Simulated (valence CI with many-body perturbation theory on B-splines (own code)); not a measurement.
**Level structure of Gd31+**

Computed by valence CI with perturbative core correlation (CI+MBPT): five valence electrons over a frozen Dirac-Fock core [Ar] 3d10, a basis of 11 s, 11 p, 10 d, 8 f, 5 g, 2 h functions for each j, with the one-electron correlation potential Σ1, the two-electron term Σ2, the three-electron term Σ3, Breit, model QED; selected CI, second order for the rest, scaled by the run's own slope (own B-spline code, finite nucleus).

The last digits are not significant, and no measured levels were compared; by estimate large intervals hold to a few tenths of a per cent, small ones and those within an open d or f shell to about a per cent. Among the levels kept, up to 2000 cm⁻¹ of a level comes from second order outside the variational space, and about a tenth of that is noise between levels of different J, which matters for small intervals.

Levels 136 to 168 of 168, with energies above the lowest level, (4s^2 4p1/2^2 4p3/2) J=3/2. "Leading %" is the weight of the configuration and term that name the level; weights of strongly mixed levels are sums over their largest components and can fall short. In the jj column 3d3/2^4 stands for four electrons in 3d with j = 3/2.

| No. | Configuration | Term | J | E (cm⁻¹) | Leading % | Leading jj | g | Second component |
| --- | --- | --- | --- | --- | --- | --- | --- | --- |
| 136 | 4s4p³4d | ²D° | 5/2 | 2624000 | 19 | 4s 4p3/2^3 4d5/2 (38 %) | 1.336 | 14 % 4s4p³4d ⁴P° |
| 137 | 4s4p³4d | ⁴D° | 7/2 | 2636600 | 10 | 4s 4p3/2^3 4d3/2 (22 %) | 1.141 | 10 % 4s²4p4d² ²F° |
| 138 | 4s4p³4d | ²F° | 7/2 | 2643300 | 17 | 4s 4p3/2^3 4d3/2 (26 %) | 1.128 | 14 % 4s²4p4d² ²G° |
| 139 | 4s4p³4d | ²F° | 5/2 | 2647100 | 18 | 4s 4p3/2^3 4d3/2 (40 %) | 1.113 | 17 % 4s4p³4d ²D° |
| 140 | 4s²4p²4f | ²D° | 3/2 | 2654100 | 36 | 4s^2 4p1/2 4p3/2 4f7/2 (45 %) | 0.996 | 15 % 4s²4p²4f ²P° |
| 141 | 4s4p³4d | ²F° | 7/2 | 2676000 | 36 | 4s 4p3/2^3 4d5/2 (57 %) | 1.205 | 18 % 4s4p³4d ⁴D° |
| 142 | 4s4p³4d | ²D° | 3/2 | 2693900 | 33 | 4s 4p3/2^3 4d5/2 (36 %) | 0.917 | 8 % 4s4p³4d ²P° |
| 143 | 4s4p³4d | ²P° | 1/2 | 2694600 | 30 | 4s 4p3/2^3 4d3/2 (39 %) | 0.495 | 14 % 4s²4p4d² ²P° |
| 144 | 4s²4p4d² | ⁴F° | 7/2 | 2712900 | 18 | 4s^2 4p3/2 4d3/2 4d5/2 (48 %) | 1.195 | 17 % 4s4p³4d ²F° |
| 145 | 4s4p³4d | ²D° | 5/2 | 2715000 | 12 | 4s 4p3/2^3 4d3/2 (29 %) | 1.065 | 10 % 4s²4p4d² ²D° |
| 146 | 4s²4p4d² | ⁴G° | 11/2 | 2723900 | 89 | 4s^2 4p3/2 4d5/2^2 (67 %) | 1.255 | 8 % 4s²4p²4f ²H° |
| 147 | 4s²4p4d² | ⁴D° | 5/2 | 2725500 | 19 | 4s^2 4p3/2 4d3/2 4d5/2 (60 %) | 1.247 | 18 % 4s²4p4d² ⁴P° |
| 148 | 4s²4p4d² | ⁴G° | 9/2 | 2730500 | 37 | 4s^2 4p3/2 4d3/2 4d5/2 (84 %) | 1.193 | 25 % 4s²4p4d² ⁴F° |
| 149 | 4s4p³4d | ²P° | 3/2 | 2737200 | 27 | 4s 4p3/2^3 4d5/2 (34 %) | 1.248 | 11 % 4s4p³4d ⁴D° |
| 150 | 4s²4p4d² | ⁴F° | 3/2 | 2737800 | 16 | 4s^2 4p3/2 4d3/2^2 (61 %) | 0.918 | 12 % 4s²4p4d² ²P° |
| 151 | 4s²4p4d² | ²F° | 7/2 | 2738700 | 44 | 4s^2 4p3/2 4d3/2 4d5/2 (50 %) | 1.173 | 13 % 4s²4p4d² ⁴D° |
| 152 | 4s²4p4d² | ²F° | 5/2 | 2757600 | 11 | 4s^2 4p3/2 4d3/2 4d5/2 (36 %) | 1.102 | 11 % 4s²4p4d² ⁴D° |
| 153 | 4s²4p4d² | ⁴F° | 7/2 | 2759300 | 16 | 4s^2 4p3/2 4d3/2^2 (41 %) | 1.167 | 11 % 4s²4p4d² ²G° |
| 154 | 4s²4p4d² | ⁴D° | 1/2 | 2768200 | 51 | 4s^2 4p3/2 4d3/2^2 (28 %) | 0.325 | 16 % 4s²4p²4f ²P° |
| 155 | 4s²4p4d² | ⁴D° | 3/2 | 2770000 | 32 | 4s^2 4p3/2 4d3/2 4d5/2 (27 %) | 1.157 | 6 % 4s²4p²4f ²D° |
| 156 | 4s²4p4d² | ²H° | 11/2 | 2774700 | 70 | 4s^2 4p3/2 4d3/2 4d5/2 (56 %) | 1.136 | 25 % 4s²4p²4f ⁴G° |
| 157 | 4s²4p4d² | ⁴D° | 5/2 | 2775900 | 18 | 4s 4p3/2^3 4d5/2 (31 %) | 1.164 | 14 % 4s4p³4d ²D° |
| 158 | 4s²4p4d² | ²G° | 9/2 | 2784600 | 34 | 4s^2 4p3/2^2 4f5/2 (40 %) | 1.087 | 22 % 4s²4p²4f ²H° |
| 159 | 4s²4p4d² | ²P° | 1/2 | 2790700 | 22 | 4s^2 4p3/2 4d3/2 4d5/2 (47 %) | 1.338 | 15 % 4s²4p4d² ²S° |
| 160 | 4s²4p4d² | ²F° | 5/2 | 2797600 | 26 | 4s^2 4p3/2 4d3/2 4d5/2 (38 %) | 1.046 | 14 % 4s4p³4d ²D° |
| 161 | 4s4p²4d² | ⁶G | 3/2 | 2797800 | 42 | 4s 4p1/2^2 4d3/2^2 (79 %) | 0.409 | 28 % 4s4p²4d² ⁴F |
| 162 | 4s²4p4d² | ²S° | 1/2 | 2798600 | 29 | 4s^2 4p3/2 4d5/2^2 (30 %) | 1.309 | 14 % 4s²4p4d² ⁴P° |
| 163 | 4s²4p4d² | ⁴D° | 7/2 | 2805200 | 42 | 4s^2 4p3/2 4d5/2^2 (37 %) | 1.308 | 8 % 4s4p³4d ⁴D° |
| 164 | 4s²4p4d² | ⁴S° | 3/2 | 2808300 | 19 | 4s^2 4p3/2 4d3/2^2 (34 %) | 1.558 | 19 % 4s²4p4d² ⁴P° |
| 165 | 4s4p²4d² | ⁶G | 5/2 | 2812600 | 18 | 4s 4p1/2^2 4d3/2^2 (62 %) | 1.127 | 10 % 4p⁴4d ⁴D |
| 166 | 4s²4p²4f | ²P° | 3/2 | 2822100 | 15 | 4s^2 4p3/2^2 4f7/2 (31 %) | 1.061 | 12 % 4s4p³4d ²P° |
| 167 | 4s²4p4d² | ²G° | 7/2 | 2824600 | 24 | 4s^2 4p3/2 4d3/2 4d5/2 (40 %) | 1.137 | 16 % 4s²4p4d² ⁴D° |
| 168 | 4s²4p4d² | ⁴P° | 5/2 | 2825400 | 32 | 4s^2 4p3/2 4d5/2^2 (47 %) | 1.356 | 17 % 4s²4p4d² ²D° |

Where two levels of one J and parity lie close, their mixing, g and order are uncertain.
